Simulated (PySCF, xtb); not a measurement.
Cl₂H₃NSi, SMILES N[SiH](Cl)Cl.

GFN2-xTB (xtb) at its own geometry gives an orbital gap of 6.51 eV and a dipole moment of 3.22 D.

Coordinates come from a PBE-D3(BJ)/def2-SVP optimisation. One conformer was computed; it need not be the lowest.

What does B3LYP/def2-TZVPD (PySCF) give? (Estimate from the structure and the level; the computed values follow.)

gap 7.61 eV (levels -8.04 and -0.42 eV), dipole 2.27 D.
